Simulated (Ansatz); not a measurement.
Isolated molecules relaxed with PBE0-D4/def2-TZVP in Ansatz; ΔE leaves out vibrations. CBS: MP2 limit from def2 TZ/QZ plus the TZ coupled-cluster correction, frozen cores. This one scheme is used for every species. DFT in def2-TZVPP. Each species was taken in one conformer, which may not be the lowest.

Reaction (silylene loss): `CC(O)O[SiH3]` → `CC(O)O` + `[SiH2]`

```
       species  PBE-D4 energy (Eh)
`CC(O)O[SiH3]`          -520.68338
      `CC(O)O`          -230.10824
      `[SiH2]`          -290.45909
```

**Question.** Work out ΔE.

**Answer.** ΔE = (-230.10824) + (-290.45909) − (-520.68338) = 0.11605 Eh = +72.8 kcal/mol. CCSD(T)/CBS gives +74.7 kcal/mol.

Largest T1 diagnostic among the species: 0.014.

The D4 term adds +3.3 kcal/mol with B3LYP and +1.8 kcal/mol with PBE0; it sums over pairs of atoms, weighted by their polarisabilities, and B3LYP, whose exchange is more repulsive, gets the larger term. From PBE to PBE0 (25 % exact exchange), in def2-TZVPP and without D4, ΔE moves by +2.9 kcal/mol.

B3LYP here is the variant with VWN-RPA as its local correlation; programs differ in this.
